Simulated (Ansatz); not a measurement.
Program: Ansatz. Geometries: PBE0-D4/def2-TZVP. ΔE: electronic, gas phase. CCSD(T)/CBS is the MP2 limit (def2-TZVPP, def2-QZVPP) plus CCSD(T) − MP2 in def2-TZVPP, frozen cores. This one scheme is used for every species. DFT in def2-TZVPP. B3LYP here is the variant with VWN-RPA as its local correlation; programs differ in this. For Se outer-core shells are correlated without core-valence functions, which leaves a few kJ/mol of doubt a bond. Scalar relativity is left out up to krypton. One conformer a species, not always the lowest.

Reaction (ligand exchange at a B–C bond): `CCB(F)F` + H₂Se → `FB(F)[SeH]` + ethane

```json
{"level": "B3LYP-D4", "ΔE (kJ/mol)": "-45.8"}
{"level": "ωB97M-V", "ΔE (kJ/mol)": "-41.8"}
{"level": "r2SCAN", "ΔE (kJ/mol)": "-48.8"}
{"level": "B3LYP", "ΔE (kJ/mol)": "-46.1"}
{"level": "RPA@PBE/def2-TZVPP", "ΔE (kJ/mol)": "-44.9"}
{"level": "MP2/def2-TZVPP", "ΔE (kJ/mol)": "-49.8"}
{"level": "SCS-MP2/def2-TZVPP", "ΔE (kJ/mol)": "-48.0"}
{"level": "CCSD/CBS(def2)", "ΔE (kJ/mol)": "-43.4"}
```

Task: What does CCSD(T)/CBS give? (An estimate is asked.)

Result: The calculation gave: -45.2 kJ/mol. The listed levels differ from it by -0.6, 3.4, -3.6, -0.9, 0.3, -4.6, -2.8, 1.8 kJ/mol.

Largest T1 diagnostic among the species: 0.012.

Leaving LDA and LC-ωPBE aside and taking each functional with its dispersion term where it has one, the values, not all of them listed here, spread over 9.6 kJ/mol, from revPBE-D4 to CAM-B3LYP-D4. LDA lies +6.4 kJ/mol from PBE without D4. In def2-TZVPP, CCSD(T) changes the Hartree–Fock value by −4.4 kJ/mol (the triples alone add −1.8 kJ/mol) and MP2 by −9.2 kJ/mol.
